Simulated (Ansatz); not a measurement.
Reaction (formal exchange of groups at the Si–Si bond): `O[SiH2][SiH](O)S` + SiH₄ → `O[SiH]([SiH3])S` + silanol

Calculated with Ansatz (gas phase, PBE0-D4/def2-TZVP geometries, no zero-point term in ΔE). CCSD(T)/CBS adds triple-zeta CCSD(T) − MP2 to the extrapolated MP2 energy (def2 sets, frozen cores). This one scheme is used for every species. DFT in def2-TZVPP. B3LYP here is the variant with VWN-RPA as its local correlation; programs differ in this. Each species was taken in one conformer, which may not be the lowest.

| level | ΔE (eV) |
| --- | --- |
| B3LYP-D4 | 0.03 |
| ωB97X-V | 0.01 |
| B2PLYP | 0.00 |
| HF/def2-TZVPP | -0.03 |
| SCS-MP2/def2-TZVPP | 0.00 |
| MP2/def2-QZVPP | -0.01 |
| SCS-MP2/def2-QZVPP | -0.01 |
| HF/CBS(def2) | -0.04 |

Task: What does CCSD(T)/CBS give? (An estimate is asked.)

Result: Ansatz gave: -0.01 eV. The listed levels differ from it by 0.04, 0.02, 0.01, -0.02, 0.01, 0.00, 0.00, -0.03 eV.

Largest T1 diagnostic among the species: 0.012.

The D4 term adds +0.03 eV with B3LYP and +0.02 eV with PBE0; it sums over pairs of atoms, weighted by their polarisabilities, and B3LYP, whose exchange is more repulsive, gets the larger term.
